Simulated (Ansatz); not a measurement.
Consider the homolysis of the C–In bond: `C[O][InH][CH3]` → `[CH3]`• + `C[O][InH]`•.

Computed with Ansatz on PBE0-D4/def2-TZVP structures; ΔE is electronic, products minus reactants. CCSD(T)/CBS is the MP2 limit (def2-TZVPP, def2-QZVPP) plus CCSD(T) − MP2 in def2-TZVPP, frozen cores. This one scheme is used for every species. DFT in def2-TZVPP. HSE06 is defined as in plane-wave codes. No spin–orbit coupling; open shells (•) take unrestricted orbitals. def2 core potentials past Kr. For In outer-core shells are correlated without core-valence functions, which leaves a few kJ/mol of doubt a bond. One conformer a species, not always the lowest.

`C[O][InH][CH3]`:

Z-matrix (Å, degrees):
```
C
O 1 1.395
H 1 1.102 2 114.0
H 1 1.098 2 110.6 3 120.7
H 1 1.099 2 110.6 3 -120.7
In 2 1.997 1 123.9 3 -0.1
C 6 2.141 2 112.6 1 0.0
H 6 1.707 2 110.0 1 -180.0
H 7 1.091 6 109.5 2 -58.8
H 7 1.089 6 111.3 2 -179.6
H 7 1.091 6 109.5 2 59.7
```

`[CH3]`•:

Z-matrix (Å, degrees):
```
C
H 1 1.080
H 1 1.080 2 120.0
H 1 1.080 2 120.0 3 180.0
```

`C[O][InH]`•:

Z-matrix (Å, degrees):
```
C
O 1 1.400
H 1 1.102 2 113.9
H 1 1.098 2 110.4 3 120.5
H 1 1.098 2 110.4 3 -120.6
In 2 2.004 1 121.6 3 0.1
H 6 1.778 2 114.2 1 -0.0
```

```
       level  ΔE (kJ/mol)
 LDA (SPW92)        333.1
   r2SCAN-D4        256.7
      B97M-V        277.7
     ωB97X-V        293.5
     ωB97M-V        288.8
        PBE0        269.6
       HSE06        269.8
MP2/def2-SVP        277.0
```

Problem. What does CCSD(T)/CBS give? (Estimate.)

Solution. The calculation gave: +293.1 kJ/mol. The listed levels differ from it by 40.0, -36.4, -15.4, 0.4, -4.3, -23.5, -23.3, -16.1 kJ/mol.

Problem. What do rigid-rotor, harmonic-oscillator terms from PBE0-D4/def2-TZVP frequencies (298.15 K, 1 bar) make of the CCSD(T)/CBS value? (An estimate is asked.)

Solution. Ansatz gave: ΔZPE = -19.7 kJ/mol, ΔH = +277.8 kJ/mol, ΔS = 144 J/(mol·K), ΔG = +235.0 kJ/mol. Open shells count their whole term as degenerate. Modes under 50 cm⁻¹ make the entropy rough.

Largest T1 diagnostic among the species: 0.020.

From BLYP to BHLYP (50 % exact exchange), in def2-TZVPP and without D4, ΔE moves by +6.8 kJ/mol. Leaving LDA and LC-ωPBE aside and taking each functional with its dispersion term where it has one, the values, not all of them listed here, spread over 38.4 kJ/mol, from BLYP-D4 to ωB97X-V. LDA lies +63.2 kJ/mol from PBE without D4, its usual overbinding. At CCSD(T), def2-SVP lies −27.1 kJ/mol from the extrapolated value and def2-TZVPP −9.2 kJ/mol: correlation converges slowly with the basis, and small sets miss more of it in the bonded molecule than in its fragments.
